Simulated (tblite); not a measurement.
Species: C3H7Ge2N.
Numbering: `[CH:1]#[C:2][Ge@H:3]1[NH:4][CH2:5][GeH2:6]1` (hydrogens: H7 on C1; H8 on Ge3; H9 on N4; H10, H11 on C5; H12, H13 on Ge6)

Computed with GFN2-xTB (tblite), gas phase: L-BFGS steps from a force-field or distance-geometry start until the largest atomic force falls under 0.01 eV/Å.

Geometry at step 40:
```
atom  x, y, z in Å
C1      3.5346    0.4624   -0.4451
C2      2.3602    0.2287   -0.5484
Ge3     0.5223   -0.1802   -0.9598
N4     -0.3907   -1.1624    0.2896
C5     -1.6793   -0.5569    0.5785
Ge6    -1.3723    1.1818   -0.3867
H7      4.5630    0.6643   -0.3303
H8      0.6966   -0.9469   -2.2802
H9     -0.2418   -2.0993    0.6320
H10    -2.5098   -1.1266    0.1458
H11    -1.8784   -0.4781    1.6543
H12    -1.1189    2.3860    0.5248
H13    -2.4899    1.6279   -1.3370
```

Problem. What forces act on the atoms?

Solution. 
| atom | Fx (eV/Å) | Fy (eV/Å) | Fz (eV/Å) |
| --- | --- | --- | --- |
| C1 | 0.150 | 0.032 | 0.047 |
| C2 | -0.196 | -0.147 | -0.004 |
| Ge3 | -0.060 | -0.051 | 0.038 |
| N4 | 0.264 | -0.030 | -0.003 |
| C5 | 0.053 | 0.092 | -0.033 |
| Ge6 | -0.127 | 0.165 | 0.030 |
| H7 | -0.022 | 0.021 | 0.031 |
| H8 | -0.030 | -0.019 | -0.055 |
| H9 | -0.032 | 0.068 | -0.016 |
| H10 | -0.091 | -0.007 | -0.032 |
| H11 | 0.094 | 0.030 | -0.019 |
| H12 | -0.102 | -0.127 | -0.077 |
| H13 | 0.101 | -0.027 | 0.095 |

The largest, 0.27 eV/Å, acts on N4; the rms over all components is 0.088 eV/Å. The forces sum to zero within rounding, as they must for an isolated molecule in no field.

Problem. Give the force on N4 in Eh/bohr and in nN.

Solution. 0.266 eV/Å ÷ 51.422 = 0.00517 Eh/bohr, and 0.266 eV/Å × 1.602 = 0.43 nN.

Problem. How far is this geometry from the end of the optimisation?

Solution. 0.049 eV above it, and 0.322 Å rms away after alignment. The bonds farthest from their final lengths, with half the difference of the two atoms' forces along the bond (positive lengthens):

| bond | now (Å) | final (Å) | force along bond (eV/Å) |
| --- | --- | --- | --- |
| Ge6–H13 | 1.533 | 1.518 | -0.13 |
| Ge3–Ge6 | 2.403 | 2.415 | +0.09 |
| Ge6–H12 | 1.531 | 1.520 | -0.14 |
| Ge3–N4 | 1.833 | 1.824 | -0.10 |
| C5–Ge6 | 2.012 | 2.005 | 0.00 |
| Ge3–H8 | 1.537 | 1.533 | +0.03 |

The angle farthest from its final value is Ge3–Ge6–H12, 117.2° against 123.1°.

Of the 3 listed bonds off by 0.010 Å or more, this force points towards the final length in 3.

What follows is the cost of the whole relaxation. The run took 1.3 s on one thread, Arm Neoverse N1 (aarch64), no GPU, shared host with 64 logical CPUs at a one-minute load of 59.
